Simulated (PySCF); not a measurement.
PySCF job for C3H2F4, SMILES FC(F)(/C=C/F)F, B3LYP-D3(BJ)/def2-SVP. The structure is a stationary point at B3LYP-D3(BJ)/def2-SVP.

```python
import numpy as np
from pyscf import gto, scf, dft, df
from pyscf.hessian import thermo

mol = gto.M(
    atom='''
    F     0.16228769   -2.84696274   -0.00000000
    C    -0.28475640   -1.59731008    0.00000000
    C     0.53959212   -0.55309108   -0.00000000
    C     0.03258175    0.85055146   -0.00000000
    F     0.46535940    1.52574036   -1.07975193
    F     0.46535940    1.52574036    1.07975193
    F    -1.31214323    0.90771367    0.00000000
    H    -1.37593375   -1.52773706    0.00000000
    H     1.62365962   -0.68324958   -0.00000000
    ''',
    basis='def2-SVP',
    charge=0,
    spin=0,
    max_memory=1600,
    verbose=3,
)
mf = dft.RKS(mol, xc='b3lyp').density_fit(auxbasis='def2-universal-jkfit')
mf.disp = 'd3bj'
mf.grids.level = 3
mf.conv_tol = 1e-11
mf.max_cycle = 100
mf.kernel()

# analytic Hessian; the response equations are solved on a coarser grid
h, args, fine = mf.Hessian(), (mf.mo_energy, mf.mo_coeff, mf.mo_occ), mf.grids
h.max_memory = max(150, 2.5e-5 * df.make_auxmol(mol, mf.with_df.auxbasis).nao * mol.nelec[0] * (mol.nelec[0] + mol.nao))  # MB; small integral blocks
h1ao = h.make_h1(mf.mo_coeff, mf.mo_occ)
mf.grids = dft.Grids(mol).set(level=1).build(with_non0tab=True)
mo1, mo_e1 = h.solve_mo1(*args, h1ao)
mf.grids = fine
hess = h.hess_elec(*args, mo1, mo_e1, h1ao) + h.hess_nuc()
if mf.do_disp():
    hess += h.get_dispersion()
for i in range(mol.natm):  # the analytic DFT Hessian lacks the response of the grid: restore translational invariance
    hess[i, i] -= hess[i].sum(axis=0)
hess = (hess + hess.transpose(1, 0, 3, 2)) / 2
vib = thermo.harmonic_analysis(mol, hess, imaginary_freq=False)
thermo.dump_normal_mode(mol, vib)
th = thermo.thermo(mf, vib['freq_au'][vib['freq_au'] > 0], 298.15, 101325)
thermo.dump_thermo(mol, th)
g0 = mf.nuc_grad_method().set(verbose=0).kernel()

# dipole derivatives [dipole axis, atom, xyz] from the same response
r, irp = mol.intor('int1e_r'), mol.intor('int1e_irp').reshape(3, 3, mol.nao, mol.nao)
sl, dm0, ok = mol.aoslice_by_atom(), np.array(mf.make_rdm1()), []
dmu = np.einsum('a,xt->xat', mol.atom_charges(), np.eye(3))
for a, (_, _, p0, p1) in enumerate(sl):
    dmu[:, a] += 2 * np.einsum('xtij,ij->xt', irp[:, :, :, p0:p1], dm0.reshape(-1, mol.nao, mol.nao).sum(0)[:, p0:p1])
    for u, c, occ, f in [(mo1, mf.mo_coeff, mf.mo_occ, 4)]:
        dmu[:, a] -= f * np.einsum('tui,xuv,vi->xt', u[a], r, c[:, occ > 0], optimize=True)
L = vib['norm_mode']
ir = 974.8801 * (np.einsum('xat,kat->kx', dmu, L) ** 2).sum(1)       # km/mol
apt = np.einsum('xax->a', dmu) / 3
print('mode   freq/cm-1   IR/(km/mol)')
for k, w in enumerate(vib['freq_wavenumber']):
    print(f'{k + 1:4d} {w:11.2f} {ir[k]:13.3f}')
print('max |gradient| / (hartree/bohr):', abs(g0).max())
print('APT charges:', apt.round(4))
```

Program output:

```
converged SCF energy = -514.48717754989

WARN: DFTD3 does not support analytical Hessian, using finite difference


WARN: Mole.unit (angstrom) is changed to Bohr

Mode                                 0                   1                   2
Irrep
Freq [cm^-1]                       82.3350            196.0071            198.9197
Reduced mass [au]                   3.7886              9.8168              3.3420
Force const [Dyne/A]                0.0151              0.2222              0.0779
Char temp [K]                     118.4617            282.0106            286.2011
Normal mode                   x     y     z       x     y     z       x     y     z
       0   F                -0.00 -0.00 -0.06   -0.11  0.02 -0.00   -0.00  0.00  0.11
       1   C                -0.00 -0.00 -0.08    0.04  0.07  0.00    0.00  0.00 -0.15
       2   C                 0.00 -0.00  0.14    0.11  0.01  0.00    0.00  0.00 -0.02
       3   C                -0.00 -0.00  0.04    0.04 -0.01  0.00    0.00 -0.00 -0.02
       4   F                -0.01 -0.09 -0.03   -0.03  0.04  0.00   -0.04  0.07  0.00
       5   F                 0.01  0.09 -0.03   -0.03  0.04 -0.00    0.04 -0.07  0.00
       6   F                -0.00 -0.00  0.04    0.03 -0.14 -0.00    0.00 -0.00  0.01
       7   H                -0.00 -0.00 -0.30    0.05  0.18  0.00    0.00  0.00 -0.42
       8   H                 0.00 -0.00  0.35    0.11  0.00 -0.00    0.00  0.00  0.27
Mode                                 3                   4                   5
Irrep
Freq [cm^-1]                      391.6716            416.0152            424.3451
Reduced mass [au]                  14.4109              7.5748              9.3455
Force const [Dyne/A]                1.3025              0.7724              0.9915
Char temp [K]                     563.5282            598.5533            610.5381
Normal mode                   x     y     z       x     y     z       x     y     z
       0   F                -0.02 -0.14  0.00   -0.05 -0.06 -0.00   -0.00 -0.00  0.04
       1   C                 0.02 -0.10 -0.00    0.13  0.00  0.00    0.00  0.00 -0.09
       2   C                -0.01 -0.04 -0.00    0.11  0.02  0.00    0.00  0.00 -0.13
       3   C                 0.01  0.03  0.00   -0.02  0.00 -0.00   -0.00 -0.00  0.00
       4   F                 0.00  0.10  0.04   -0.05 -0.04 -0.04    0.08 -0.06 -0.00
       5   F                 0.00  0.10 -0.04   -0.05 -0.04  0.04   -0.08  0.06 -0.00
       6   F                 0.01  0.01 -0.00   -0.01  0.11 -0.00   -0.00  0.00  0.11
       7   H                 0.02 -0.11  0.00    0.14  0.12  0.00    0.00  0.00 -0.06
       8   H                -0.01 -0.03 -0.00    0.13  0.15  0.00    0.00  0.00 -0.21
Mode                                 6                   7                   8
Irrep
Freq [cm^-1]                      563.5409            586.1562            700.9792
Reduced mass [au]                   9.2145              8.9734             10.3711
Force const [Dyne/A]                1.7241              1.8165              3.0025
Char temp [K]                     810.8099            843.3483           1008.5530
Normal mode                   x     y     z       x     y     z       x     y     z
       0   F                 0.02  0.00 -0.00    0.00  0.00  0.03    0.01  0.06  0.00
       1   C                -0.07 -0.02  0.00   -0.00 -0.00 -0.06   -0.03  0.01  0.00
       2   C                -0.02 -0.04  0.00   -0.00 -0.00 -0.08    0.07 -0.09  0.00
       3   C                 0.08  0.01 -0.00    0.00 -0.00  0.08    0.02 -0.10 -0.00
       4   F                -0.07  0.01 -0.08   -0.07 -0.08  0.06   -0.05 -0.00  0.11
       5   F                -0.07  0.01  0.08    0.07  0.08  0.06   -0.05 -0.00 -0.11
       6   F                 0.13  0.02  0.00    0.00  0.00 -0.10    0.04  0.07  0.00
       7   H                -0.07 -0.08 -0.00   -0.00 -0.00  0.03   -0.02  0.06 -0.00
       8   H                -0.04 -0.20  0.00   -0.00 -0.00 -0.23    0.06 -0.18  0.00
Mode                                 9                  10                  11
Irrep
Freq [cm^-1]                      863.3115            893.8871            962.6261
Reduced mass [au]                   1.8470              4.8537              1.1727
Force const [Dyne/A]                0.8111              2.2850              0.6402
Char temp [K]                    1242.1130           1286.1045           1385.0046
Normal mode                   x     y     z       x     y     z       x     y     z
       0   F                -0.00 -0.00 -0.03   -0.01 -0.03  0.00    0.00 -0.00 -0.01
       1   C                 0.00  0.00  0.11    0.04  0.01 -0.00   -0.00  0.00  0.11
       2   C                -0.00  0.00 -0.16   -0.11  0.12  0.00    0.00 -0.00  0.01
       3   C                -0.00  0.00 -0.00   -0.03  0.01 -0.00    0.00  0.00 -0.01
       4   F                -0.01 -0.02  0.02   -0.02 -0.03  0.05   -0.00 -0.00  0.00
       5   F                 0.01  0.02  0.02   -0.02 -0.03 -0.05    0.00  0.00  0.00
       6   F                 0.00 -0.00 -0.00    0.13 -0.02  0.00   -0.00 -0.00 -0.00
       7   H                 0.00 -0.00 -0.19    0.04 -0.04  0.00   -0.00  0.00 -0.80
       8   H                -0.00  0.00  0.68   -0.08  0.38 -0.00    0.00 -0.00 -0.44
Mode                                12                  13                  14
Irrep
Freq [cm^-1]                     1130.9136           1193.8136           1219.8689
Reduced mass [au]                   3.8793             12.7461              2.7472
Force const [Dyne/A]                2.9232             10.7028              2.4086
Char temp [K]                    1627.1328           1717.6320           1755.1198
Normal mode                   x     y     z       x     y     z       x     y     z
       0   F                -0.02  0.08 -0.00   -0.00  0.00 -0.00    0.06 -0.09 -0.00
       1   C                 0.03 -0.09 -0.00    0.00 -0.00 -0.01   -0.15  0.09 -0.00
       2   C                -0.01 -0.07 -0.00   -0.00 -0.00  0.03    0.07 -0.01  0.00
       3   C                -0.10 -0.14  0.00   -0.00 -0.00 -0.25   -0.03 -0.04 -0.00
       4   F                 0.02  0.04 -0.04   -0.02 -0.03  0.06    0.00  0.01 -0.01
       5   F                 0.02  0.04  0.04    0.02  0.03  0.06    0.00  0.01  0.01
       6   F                 0.03  0.01 -0.00   -0.00 -0.00  0.02    0.01  0.00  0.00
       7   H                 0.03 -0.02 -0.00    0.00 -0.00  0.04   -0.15  0.30  0.00
       8   H                 0.04  0.44  0.00    0.00  0.00 -0.02    0.12  0.43 -0.00
Mode                                15                  16                  17
Irrep
Freq [cm^-1]                     1268.3802           1330.2685           1362.6364
Reduced mass [au]                   3.0214              1.4217              3.9837
Force const [Dyne/A]                2.8639              1.4823              4.3581
Char temp [K]                    1824.9167           1913.9602           1960.5303
Normal mode                   x     y     z       x     y     z       x     y     z
       0   F                 0.01 -0.03 -0.00    0.02 -0.01 -0.00   -0.00 -0.04 -0.00
       1   C                 0.01  0.06 -0.00    0.06  0.00 -0.00    0.01  0.09 -0.00
       2   C                 0.03  0.01  0.00   -0.11  0.00 -0.00   -0.02  0.11 -0.00
       3   C                -0.21 -0.00 -0.00    0.05 -0.08 -0.00    0.05 -0.19 -0.00
       4   F                 0.02  0.01 -0.01   -0.00  0.01 -0.01    0.00  0.02 -0.02
       5   F                 0.02  0.01  0.01   -0.00  0.01  0.01    0.00  0.02  0.02
       6   F                 0.06 -0.00  0.00   -0.01  0.00 -0.00   -0.03  0.02 -0.00
       7   H                 0.02  0.08 -0.00    0.11  0.79 -0.00   -0.01 -0.39 -0.00
       8   H                -0.04 -0.52  0.00   -0.14 -0.16  0.00   -0.06 -0.16  0.00
Mode                                18                  19                  20
Irrep
Freq [cm^-1]                     1771.5619           3212.3394           3217.3798
Reduced mass [au]                   6.4934              1.0902              1.1002
Force const [Dyne/A]               12.0070              6.6282              6.7099
Char temp [K]                    2548.8831           4621.8412           4629.0931
Normal mode                   x     y     z       x     y     z       x     y     z
       0   F                 0.00 -0.02 -0.00   -0.00 -0.00 -0.00    0.00  0.00  0.00
       1   C                 0.08  0.18 -0.00    0.08  0.00 -0.00   -0.03 -0.01  0.00
       2   C                -0.09 -0.17 -0.00    0.02 -0.01  0.00    0.08 -0.00  0.00
       3   C                 0.01  0.03 -0.00    0.00  0.00 -0.00   -0.00  0.00  0.00
       4   F                -0.00  0.00 -0.00   -0.00  0.00 -0.00   -0.00 -0.00  0.00
       5   F                -0.00  0.00  0.00   -0.00  0.00  0.00   -0.00 -0.00 -0.00
       6   F                -0.00 -0.00 -0.00   -0.00 -0.00  0.00   -0.00  0.00  0.00
       7   H                 0.10 -0.19 -0.00   -0.89  0.05  0.00    0.32 -0.02 -0.00
       8   H                -0.08  0.16  0.00   -0.33  0.04  0.00   -0.89  0.10  0.00
temperature 298.1500 [K]
pressure 101325.00 [Pa]
Rotational constants [GHz] 5.33213 1.45168 1.42636
Symmetry number 1
Zero-point energy (ZPE) 0.05009 [Eh]   131511.207 [J/mol]
                           tot       elec      trans        rot        vib
Entropy [J/mol/K]       337.757      0.000    167.819    116.178     53.760
Cv [J/mol/K]             90.090      0.000     12.472     12.472     65.147
Cp [J/mol/K]             98.405      0.000     20.786     12.472     65.147
Internal energy [J/mol]                      3718.434   3718.434 140713.670
Internal energy [Eh]   -514.43075  -514.48718
Enthalpy [J/mol]                             6197.391   3718.434 140713.670
Enthalpy [Eh]          -514.42981
Gibbs free energy [J/mol]                  -43837.809 -30920.091 124685.119
Gibbs free energy [Eh] -514.46816
mode   freq/cm-1   IR/(km/mol)
   1       82.34         0.005
   2      196.01         3.359
   3      198.92         2.529
   4      391.67         1.685
   5      416.02         7.728
   6      424.35         2.396
   7      563.54         0.920
   8      586.16         0.011
   9      700.98        26.164
  10      863.31        13.856
  11      893.89        19.082
  12      962.63        39.313
  13     1130.91       309.821
  14     1193.81       303.156
  15     1219.87        72.634
  16     1268.38       164.188
  17     1330.27        22.770
  18     1362.64       133.699
  19     1771.56       180.725
  20     3212.34         1.503
  21     3217.38         3.113
max |gradient| / (hartree/bohr): 0.00013010178630356488
APT charges: [-0.5187  0.6423 -0.3479  1.7426 -0.5771 -0.5771 -0.5286  0.0724  0.0921]
```

Self-consistency was reached.

Cost: around 2.2 core-minutes (rough).
